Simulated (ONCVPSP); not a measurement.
What the settings do to the ONCV potential of W

Base potential:

ONCVPSP 4.0.1 input, shortened (lines: element, Z, core and valence counts, functional; n l f; lmax; l rc ep ncon nbas qcut; lloc lpopt rc5 dvloc0; l nproj debl; icmod fcfact rcfact), PBE, fully relativistic:

```
  W 74.00    9    6        4      upf
    1    0    2.00
    2    0    2.00
    2    1    6.00
    3    0    2.00
    3    1    6.00
    3    2   10.00
    4    0    2.00
    4    1    6.00
    4    2   10.00
    4    3   14.00
    5    0    2.00
    5    1    6.00
    5    2    4.00
    6    0    1.75
    6    1    0.25
    3
    0    1.90    0.00    3    8    8.30
    1    2.00    0.00    3    7    7.80
    2    2.50    0.00    4    8    5.70
    3    1.15    0.00    5    9   16.70
    4    5    1.15    0.00
    0    2    3.70
    1    2    3.80
    2    2    2.20
    3    2    0.60
    0    0.00    0.00
```

Open shells are filled in proportion to 2j + 1.

In the f channel the program set the typed energies aside and used -1.196, 0.250 Ha (j = l + 1/2; the other j can differ).

All-electron outer shells of the reference configuration (PBE, scalar-relativistic, ld1.x):

```
shell  level (eV)  outermost node (bohr)  outermost maximum (bohr)
   4p     -424.10                   0.24                      0.44
   4d     -238.85                   0.22                      0.45
   5s      -79.49                   0.53                      0.96
   5p      -43.63                   0.57                      1.09
   4f      -33.63                      –                      0.43
   6s       -6.00                   1.28                      2.64
   5d       -4.86                   0.63                      1.49
   6p       -1.58                   1.54                      3.70
```

Cutoffs, loose and tight: the cutoffs (Ha) at which the residual kinetic energy of the hardest occupied pseudo-wave falls to 1 and 0.1 mHa per electron. They do not see the model core or the augmentation charge, which bear on the density cutoff. Test errors are all-electron minus pseudo excitation energies from the reference, over the configurations 4f14 5s2 5p6 5d4 6s2 6p0; 4f14 5s2 5p6 5d4 6s1 6p0; 4f14 5s2 5p6 5d4 6s0 6p0; 4f14 5s2 5p6 5d5 6s1 6p0. A dash means not determined; rows that change the core or the reference have their own tests. The largest error is taken over the tests solved by every variant that gives reliable tests at all: 4f14 5s2 5p6 5d4 6s1 6p0; 4f14 5s2 5p6 5d4 6s2 6p0; 4f14 5s2 5p6 5d5 6s1 6p0.

```csv
change,outcome,"cutoff, loose","cutoff, tight",bound ghosts,GHOST(+) flags above zero,largest test error (meV)
base,"generated, projector energies reset by the program",120 Ha,130 Ha,none,s,+2.1
s: rc 2.28,"generated, projector energies reset by the program",120 Ha,130 Ha,none,s,+1.3
d: qcut 8.1,"generated, projector energies reset by the program",120 Ha,130 Ha,none,s,-2.1
"local potential polynomial inside 0.90 bohr (lpopt 4, dvloc0 2 Ha)","generated, projector energies reset by the program",120 Ha,130 Ha,none,s,+2.1
p: rc 2.8,"generated, projector energies reset by the program",120 Ha,130 Ha,none,s,+2.0
```

Q: What comes out with this change to the base: reference 4f14 5s2 5p6 5d4 6s2; wave 5p+6p: rc 2.00 bohr, ncon 3, nbas 7, qcut 7.8 1/bohr, 2 projectors becomes 5p: rc 2.00 bohr, ncon 3, nbas 7, qcut 7.8 1/bohr, 2 projectors, debl 3.8 Ha?

A: outcome: generated, projector energies reset by the program; cutoff, loose: 120 Ha; cutoff, tight: 130 Ha; bound ghosts: none; GHOST(+) flags above zero: s; largest test error (meV): +7.5.

Q: What comes out with this change to the base: s: qcut 7.6; p: qcut 7.1; d: qcut 5.2; f: qcut 15.2?

A: outcome: generated, projector energies reset by the program; cutoff, loose: 108 Ha; cutoff, tight: 150 Ha; bound ghosts: none; GHOST(+) flags above zero: s; largest test error (meV): +4.4.
